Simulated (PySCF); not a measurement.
Si(F)(Cl)2(vinyl) (C2H3Cl2FSi), SMILES F[Si](Cl)(Cl)C=C. Atoms are numbered in the order given.

```xyz
9

C     -2.7703    -0.2367     0.0000
C     -1.5795    -0.8469     0.0000
Si    -0.0194     0.1215     0.0000
F     -0.3862     1.6931     0.0000
Cl     1.1158    -0.2514     1.6588
Cl     1.1158    -0.2514    -1.6588
H     -2.8562     0.8548     0.0000
H     -3.7082    -0.8020     0.0000
H     -1.5270    -1.9419     0.0000
```
Charge 0, spin multiplicity 1.

Geometry optimised at PBE0-D3(BJ)/def2-SVP. Other conformers were not sampled.

The numbers are results of PySCF with r2SCAN/def2-TZVP, not measurements.

ESP charges are fitted to the potential on shells at 1.4 to 2.0 van der Waals radii. Atomic charges (e):

```csv
atom,Mulliken,ESP fit,meta-Löwdin,Löwdin
C1,-0.21,-0.26,-0.19,-0.17
C2,-0.28,-0.15,-0.40,-0.31
Si3,0.82,0.18,1.22,-0.50
F4,-0.30,-0.13,-0.49,0.02
Cl5,-0.22,-0.06,-0.27,0.28
Cl6,-0.22,-0.06,-0.27,0.28
H7,0.15,0.18,0.13,0.13
H8,0.13,0.15,0.13,0.13
H9,0.13,0.16,0.14,0.15
```

Computed Mayer and Wiberg (Löwdin basis) orders of the bonds:
```tsv
bond	Mayer	Wiberg
C1–C2	1.87	2.19
C2–Si3	1.04	1.13
Si3–F4	1.11	1.69
Si3–Cl5	1.19	1.85
Si3–Cl6	1.19	1.85
C1–H7	0.95	0.88
C1–H8	0.95	0.89
C2–H9	0.93	0.83
```
